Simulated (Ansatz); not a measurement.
Reaction (ligand exchange at a Ge–C bond): `[F][GeH2][C]1=CC1` + HI → `[F][GeH2][I]` + `C1=CC1`

Calculated with Ansatz (gas phase, PBE0-D4/def2-TZVP geometries, no zero-point term in ΔE). CCSD(T)/CBS adds triple-zeta CCSD(T) − MP2 to the extrapolated MP2 energy (def2 sets, frozen cores). This one scheme is used for every species. Functionals use def2-TZVPP. Elements past krypton have def2 core potentials. For Ge, I outer-core shells are correlated without core-valence functions, which leaves a few kJ/mol of doubt a bond. Scalar relativity is left out up to krypton. Each species was taken in one conformer, which may not be the lowest.

```csv
species,LC-ωPBE energy (Eh)
`[F][GeH2][C]1=CC1`,-2293.79468
HI,-298.34599
`[F][GeH2][I]`,-2475.58438
`C1=CC1`,-116.58234
```

**Question.** Work out ΔE.

**Answer.** ΔE = (-2475.58438) + (-116.58234) − (-2293.79468) − (-298.34599) = -0.02605 Eh = -16.3 kcal/mol. CCSD(T)/CBS gives -16.4 kcal/mol.

Largest T1 diagnostic among the species: 0.011.

At CCSD(T), def2-SVP lies +1.8 kcal/mol from the extrapolated value and def2-TZVPP +2.0 kcal/mol. In def2-TZVPP, CCSD(T) changes the Hartree–Fock value by +3.8 kcal/mol (the triples alone add +0.3 kcal/mol) and MP2 by +2.8 kcal/mol. Leaving LDA and LC-ωPBE aside and taking each functional with its dispersion term where it has one, the values, not all of them listed here, spread over 1.8 kcal/mol, from BHLYP-D4 to B97M-V. LDA lies +1.2 kcal/mol from PBE without D4.
